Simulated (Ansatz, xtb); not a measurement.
**Two isomers of C5H2ClN3**

Structure X is `N#Cc1cncc(Cl)n1`, a singlet and structure Y is `N#Cc1nccnc1Cl`, a singlet. Both are isolated molecules in the gas phase, relaxed with B3LYP/def2-SVP.

Quicker runs give these differences E(Y) − E(X): GFN2-xTB +0.21 kcal/mol; HF/STO-3G +0.85 kcal/mol (at GFN2-xTB geometries); r2SCAN-D4/def2-SVP +0.17 kcal/mol (at GFN2-xTB geometries).

Problem. Estimate E(Y) − E(X) at the level CCSD(T)/def2-SVP + ΔMP2/def2-TZVPP.

Solution. CCSD(T)/def2-SVP + ΔMP2/def2-TZVPP gives E(Y) − E(X) = +0.73 kcal/mol, slightly favouring structure X, which is too small a margin to settle the true order.

How the difference moves with the method:

| level | geometry | E(Y) − E(X) (kcal/mol) | departure from the last row (kcal/mol) | job, with rough time for the two |
| --- | --- | --- | --- | --- |
| GFN2-xTB | GFN2-xTB | +0.21 | −0.52 | optimisation, 0.29 s |
| HF/STO-3G | GFN2-xTB | +0.85 | +0.12 | single point, 1.1 s |
| r2SCAN-D4/def2-SVP | GFN2-xTB | +0.17 | −0.56 | single point, 5.1 s |
| B3LYP/def2-SVP | B3LYP/def2-SVP | +0.72 | −0.01 | optimisation, 65 s |
| HF/def2-SVP | B3LYP/def2-SVP | +1.44 | +0.71 | part of the CCSD(T) run |
| MP2/def2-SVP | B3LYP/def2-SVP | +0.25 | −0.48 | part of the CCSD(T) run |
| CCSD(T)/def2-SVP | B3LYP/def2-SVP | +0.51 | −0.22 | single point |
| CCSD(T)/def2-SVP + ΔMP2/def2-TZVPP | B3LYP/def2-SVP | +0.73 |  | single point, 2.2 min |

As drawn, both hold the same kinds of bond in the same numbers.

The largest departure from CCSD(T)/def2-SVP + ΔMP2/def2-TZVPP is that of HF/def2-SVP, 0.71 kcal/mol. The last row adds to CCSD(T) the change of the MP2 difference between the two basis sets, here +0.22 kcal/mol.

With thermal terms from frequencies at re-optimised GFN2-xTB minima (ideal gas, soft modes damped towards free rotors, one conformer each, 298.15 K, 1 atm): the zero-point term adds +0.03 kcal/mol; ΔH is +0.76 and ΔG +0.81 kcal/mol.

The correlated steps freeze 13 core orbitals. Run with Ansatz 0.2.0, xtb 6.7.1; the last row on 2 threads of Intel(R) Xeon(R) Processor @ 2.70GHz on a shared host.
